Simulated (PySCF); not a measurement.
Cd(F)(GeH3) (CdFGeH3), SMILES [F][Cd][GeH3].

Geometry optimised at PBE-D3(BJ)/def2-SVP. The structure was generated by enumeration; whether it is a known compound was not checked. The def2 effective core potentials stand for the cores of Cd; spin–orbit coupling is left out.

These are PBE-D3(BJ)/def2-SVP (PySCF 2.14.0) values and carry that method's errors.

Frequencies are harmonic and unscaled.

Modes within 1.5 cm⁻¹ of each other (mostly degenerate sets) share a row, with their intensities summed.

```tsv
mode	ν (cm⁻¹)	IR (km/mol)	moving atoms (share of kinetic energy)
1–2	92	17.1	F 59 %, Cd 31 %
3	213	0.5	Ge 61 %, Cd 29 %
4–5	420	3.8	H 94 %
6	583	84.5	F 83 %, Cd 17 %
7	752	198.3	H 97 %
8–9	855	61.0	H 99 %
10	2068	55.7	H 100 %
11–12	2086	178.3	H 98 %
```
